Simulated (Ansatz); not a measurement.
ClCu, charge +1, doublet, geometry from GFN2-xTB (such geometries of metal compounds can be far from the true shape) (the multiplicity is a formal guess), atoms displaced at random by about 0.02 Å a coordinate. Base run: Ansatz (a program for electronic structure) with HF/def2-SVP.

The Ansatz input:
Ansatz 0.2 input:
```yaml
crystal:
  periodic: [false, false, false]
  atoms:
    - {symbol: Cu, position_ang: [0.02729799, -0.01705680, -0.80591024]}
    - {symbol: Cl, position_ang: [0.01807261, 0.02837008, 1.34477614]}
basis:
  gaussian:
    orbitals: def2-SVP
hamiltonian:
  xc: hf
total_charge: 1
magnetization: {spin_polarized: true, initial_magnetization: 1}
relax: {}
```

The base run was repeated with changes; each row names its change, and settings that it needs were set with it.

```csv
change,ΔE vs base (µEh),optimiser steps,core-seconds (rough)
base,0.0,5,10
relax = f_tol: 0.1,-0.2,5,20
relax = f_tol: 0.05,0.0,5,10
relax = f_tol: 0.002,-0.4,6,20
relax = max_displacement: 0.02,0.2,11,20
relax = f_tol: 0.0005,-0.4,7,20
relax = escape_saddle: false,0.0,5,20
```
